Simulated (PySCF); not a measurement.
## Molecular orbitals of BPb

UHF at R = 2.265 Å; PySCF, scalar-relativistic core potentials, basis sets B cc-pVDZ, Pb cc-pVDZ-PP with ECP60. State: ⁴Σ⁻ (quartet), unpaired electrons σ ↑, π ↑↑. Only the outer orbitals are listed, counted within each symmetry, core potentials removing the inner ones.

```
spin  orbital  occ.  ε (eV)  on B (%)           main shells (%)
   α       5σ     1  -19.39        38           57 Pb s, 34 B s
   α       6σ     1  -14.06        64   53 B s, 30 Pb s, 10 B p
   α       7σ     1   -8.78        54   53 B p, 37 Pb p, 8 Pb s
   α       3π     1   -7.46        38           61 Pb p, 38 B p
   α       3π     1   -7.46        38           61 Pb p, 38 B p
   α       4π     0    0.85        58           58 B p, 40 Pb p
   α       4π     0    0.85        58           58 B p, 40 Pb p
   α       8σ     0    3.61        11           92 Pb p, 18 B p
   β       5σ     1  -15.96        34           65 Pb s, 28 B s
   β       6σ     1  -10.29        50  50 B s, 30 Pb s, 19 Pb p
   β       3π     0    0.51        22           78 Pb p, 21 B p
   β       3π     0    0.51        22           78 Pb p, 21 B p
   β       7σ     0    1.29        62   41 B p, 36 Pb p, 21 B s
```

Q: Which are the highest filled and the lowest empty level, where do they sit, and how wide is the gap?

A: Highest filled α 3π at -7.46 eV (in %: 61 Pb p, 38 B p); lowest empty β 3π at 0.51 eV (in %: 78 Pb p, 21 B p); the gap at UHF is 7.97 eV. Both belong to one degenerate shell, split only by its one-sided filling, so this is no excitation gap. An empty level above zero is unbound, and its energy depends on the basis.

- bond order (Mayer): 1.72
- ⟨S²⟩: 3.763
- charge on B (Mulliken, basis-dependent): -0.19
- charge on B (Löwdin, basis-dependent): -0.18
- dipole moment (positive dipole means B(−)Pb(+)): 1.18 D
- polarisability along the bond: 117.9 bohr³
- polarisability across the bond: 37.1 bohr³

Spin–orbit coupling is left out, which matters for elements this heavy, above all for dissociation energies. The state is the lowest determinant that a PBE0 search found; another state may lie lower at other levels.
